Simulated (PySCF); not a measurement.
**Working out the ionisation energy of S⁺**

S⁺ [Ne] 3s2 3p3 (4S) → S²⁺ [Ne] 3s2 3p2 (3P). Computed with PySCF 2.14 in x2c-SVPall, with the spin-free X2C one-electron Hamiltonian (Gaussian nucleus). Frozen: [Ne]. Energies in hartree (1 hartree = 27.21139 eV):

| part | S⁺ (lower) | S²⁺ (upper) |
| --- | --- | --- |
| UHF | -398.097722 | -397.259929 |
| CCSD correlation | -0.086655 | -0.075413 |
| (T) | -0.000948 | -0.000884 |

**Question.** What does Hartree-Fock give?

**Answer.** (-397.259929) − (-398.097722) = 0.837793 hartree = 22.798 eV.

**Question.** What do CCSD and CCSD(T) give?

**Answer.** The CCSD correlation energies differ by 0.011242 hartree = 0.306 eV and the triples by 0.000064 hartree = 0.002 eV, so CCSD gives 23.104 eV and CCSD(T) 23.106 eV.

Reference: 23.338 eV (measured; NIST Atomic Spectra Database, ionization energies), between the lowest levels; spin-orbit coupling is absent from the calculation.

A double-zeta basis recovers only part of the correlation energy.

What remains against the reference includes basis incompleteness, the frozen core and higher excitations.
